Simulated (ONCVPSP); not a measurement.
# Ta: one change to an ONCV potential, before and after

```json
{
 "Element": "Ta",
 "Generator": "ONCVPSP 4.0.1",
 "Type": "optimised norm-conserving Vanderbilt (ONCV)",
 "Functional": "PBE",
 "Relativity": "scalar-relativistic",
 "Frozen core": "[Kr] 4d10 4f14",
 "Valence charge": "13",
 "Reference configuration": "5s2 5p6 5d3 6s1 (charge +1)",
 "Partial waves": "5s+6s: rc 1.45 bohr, ncon 4, nbas 8, qcut 7.7 1/bohr, 2 projectors; 5p: rc 1.95 bohr, ncon 5, nbas 9, qcut 8.1 1/bohr, 2 projectors, debl 1.8 Ha; 5d: rc 1.75 bohr, ncon 5, nbas 10, qcut 5.1 1/bohr, 3 projectors, debl 2.6 Ha",
 "Local potential": "polynomial inside 1.40 bohr (lpopt 4, dvloc0 -1 Ha)",
 "Core correction": "Teter function, parameters optimised by the program"
}
```

All-electron outer shells of the reference configuration (PBE, scalar-relativistic, ld1.x):

```
shell  level (eV)  outermost node (bohr)  outermost maximum (bohr)
   5s      -80.21                   0.54                      0.98
   5p      -46.62                   0.58                      1.13
   4f      -31.91                      –                      0.44
   6s      -11.62                   1.32                      2.68
   5d      -10.49                   0.65                      1.56
```

Change: core correction polynomial model core, fcfact 0.65.

Cutoffs: the cutoffs (Ha) at which the residual kinetic energy of the hardest occupied pseudo-wave falls to 1 and 0.1 mHa per electron; they do not see the model core or the augmentation charge, which bear on the density cutoff. Errors are all-electron minus pseudo energies relative to the spin-unpolarised reference configuration.

What does the change do?

The potential gets neither clearly harder nor softer (24 Ha and 28 Ha → 24 Ha and 28 Ha); of the 4 tests that both files solve, the error grows in 3 and shrinks in 1 by more than 15 % and 0.3 meV (median size 3.6 → 5.8 meV); neither file shows a bound ghost. A model core, the more so a compact one, raises the density cutoff, which this test does not measure.

| quantity | base | changed |
| --- | --- | --- |
| cutoff, loose | 24 Ha | 24 Ha |
| cutoff, tight | 28 Ha | 28 Ha |
| bound ghosts | none | none |
| GHOST(+) flags under 300 eV | none | none |
| error for 5s2 5p6 5d3 6s2, meV [ΔE -8.47 eV] | +4.9 | +2.1 |
| error for 5s2 5p6 5d3 6s0, meV [ΔE 14.97 eV] | +1.7 | -6.4 |
| error for 5s2 5p6 5d2 6s0, meV [ΔE 38.58 eV] | -5.7 | -35 |
| error for 5s2 5p6 5d2 6s2, meV [ΔE -0.79 eV] | -2.3 | -5.2 |
| s: phases at 1.47 bohr within 0.05 rad from the reference energy up to (Ha; the scan ends near 5) | to the end of the scan | to the end of the scan |
| p: phases at 1.98 bohr within 0.05 rad from the reference energy up to (Ha; the scan ends near 5) | to the end of the scan | to the end of the scan |
| d: phases at 1.78 bohr within 0.05 rad from the reference energy up to (Ha; the scan ends near 5) | to the end of the scan | to the end of the scan |
| rms error of d²Exc/dni dnj with the model core, mHa | 0.36 | 0.39 |
